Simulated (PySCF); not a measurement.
## NMR problem set

- geometry: GFN2-xTB
- σ from GIAO-PBE0/pcSseg-1
- run in PySCF 2.14.0 with density-fitted response routines
- no relativistic terms, one conformer, no solvent model, equivalent nuclei averaged

Referencing at the same level of theory: ¹H, ¹³C against TMS. Where no couplings were computed, multiplicities follow the n + 1 count of equivalent neighbours, and m marks all less simple cases (inequivalent or close neighbours, rings, F or P nearby). Shifts are as computed. Against solution values, carbons near 30 ppm lie about +3 ppm off and those near 130 ppm about +5 ppm. Of 1211 compounds with measured shifts, 218 miss one by over three times the rms of a fit or turn the order of signals round; such compounds aren't used in these exercises. OH and NH positions are gas-phase values without hydrogen bonding to other molecules.

Problem. C5H7NO. ¹H NMR (600 MHz, computed): δ 6.23 (m, 1H), 6.00 (m, 1H), 5.94 (m, 1H), 3.59 (s, 3H), 3.25 (br s, 1H). ¹³C{¹H} NMR (computed): δ 153.6, 122.3, 104.8, 102.6, 37.1. Identify the compound.

Solution. `InChI=1S/C5H7NO/c1-6-3-2-5(7)4-6/h2-4,7H,1H3`. Rings plus π bonds: 3 (1 ring in the answer). 5 carbon signals for 5 carbons: no two carbons are equivalent. Carbon types of the structure: 1 × C, 3 × CH, 1 × CH3, leaving 1 H on heteroatoms. δC 153.6: aromatic carbon bearing oxygen; σ withdrawal by the attached heteroatom moves it downfield of the ring CH carbons. δC 122.3, 104.8: aromatic CH next to a ring nitrogen. δC 102.6: aromatic CH; π donation from the O or N substituent raises the electron density at positions ortho and para to it. δH 3.25: hydrogen on a phenol-type oxygen; exchangeable, gas-phase position.

This is the structure that produced the data.

Problem. C5H6O4Si. ¹H NMR (500 MHz, computed): δ 6.81 (m, 1H), 6.58 (m, 1H), 6.20 (m, 1H), 0.68 (s, 3H). ¹³C{¹H} NMR (computed): δ 157.6 (C), 149.7 (CH2), 135.4 (CH), 0.9 (CH3). What is it?

Solution. SMILES C=C[Si]1(C)OC(=O)C(=O)O1. Rings plus π bonds: 4 (1 ring in the answer). 4 carbon signals for 5 carbons: some carbons are equivalent by symmetry or fast rotation. Carbon types of the structure: 2 × C, 1 × CH, 1 × CH2, 1 × CH3, which accounts for all hydrogens. δC 157.6: carbonyl carbon. δC 149.7: terminal =CH2 carbon; the olefinic region. δC 135.4: alkene CH; as expected for a trigonal carbon in a double bond. δH 6.81, 6.58: hydrogen on a terminal =CH2 carbon; olefinic region.

The data come from this structure; uniqueness wasn't tested.
